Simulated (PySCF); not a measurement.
How methods differ on the ionisation energy of I³¹⁺

I³¹⁺ [Ar] 3d4 [3d3/2^4, M_J = 0] → I³²⁺ [Ar] 3d3 [3d3/2^3, M_J = 3/2], as a difference of total energies. Computed with PySCF 2.14 in an uncontracted even-tempered set (16 s from 5.2 bohr⁻², ratio 2.8; 12 p from 6.8 bohr⁻², ratio 2.8; 8 d from 6.8 bohr⁻², ratio 2.8; 3 f from 23 bohr⁻², ratio 3), with the two-component X2C-1e Hamiltonian. Correlated levels: [Ne] frozen; the 74 highest virtual spinors dropped. "Screened" scales the spin-orbit matrix elements by Boettger's factors to mimic the two-electron term; Breit and QED terms are absent.

```
                    method  ionisation energy (eV)
           GHF (spin-free)                  1908.3
          GMP2 (spin-free)                  1908.5
 GHF (screened spin-orbit)                  1910.1
GMP2 (screened spin-orbit)                  1911.3
```

Breit and QED terms and the two-electron picture change are absent.

The spin-free rows relax to the high-spin LS determinant and lack the spin-orbit shift.

The labels give the starting determinants; with spin-orbit coupling the two ends relaxed to ⟨J²⟩ = 0.00, ⟨L²⟩ = 2.41, ⟨S²⟩ = 2.41 and ⟨J²⟩ = 4.22, ⟨L²⟩ = 9.55, ⟨S²⟩ = 2.64.

The determinant of I³²⁺ mixes levels of different J (the jj label is only the starting occupation), so the difference between spin-free and spin-orbit rows is not the physical spin-orbit shift.

For comparison: 1911 ± 4 eV (theoretical estimate listed by NIST; NIST Atomic Spectra Database, ionization energies).
